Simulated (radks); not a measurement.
Ta23+, configuration [Kr] 4d10 4f3 5p1 (not the ground configuration). All-electron calculation, Dirac Kohn-Sham, BLYP, spin-unpolarised, spherical densities, finite nucleus; open shells fill j = l - 1/2 first; Fermi nuclear charge, rms radius 5.3507 fm. Program: a radial shooting solver on a logarithmic mesh with Libxc functionals.

Radial electron density D(r) = 4 pi r^2 rho(r):

r (bohr)   D(r) (e/bohr)
0.0006898          4.109
0.0008982          6.243
0.00117            9.391
0.001511           13.79
0.001967           20.17
0.002562           28.92
0.003336           40.38
0.004309           54.03
0.00561            69.91
0.007306           85.59
0.009513           97.83
0.01229            103.1
0.016              100.5
0.02083            93.65
0.02713            92.13
0.03505            103.7
0.04563            124.3
0.05942            133.4
0.07737            119.2
0.09995            104.6
0.1301             113.7
0.1695             119.4
0.2207             85.59
0.2873             54.35
0.3712             59.54
0.4833             55.36
0.6293             27.00
0.8195             7.532
1.059              1.723
1.378             0.2396
1.795            0.01108

D(r) has 4 maxima, at r = 0.0128, 0.0575, 0.156, 0.412 bohr, and minima at 0.0248, 0.103, 0.306 bohr, inside which lie 2.02, 11.13, 29.51 electrons.
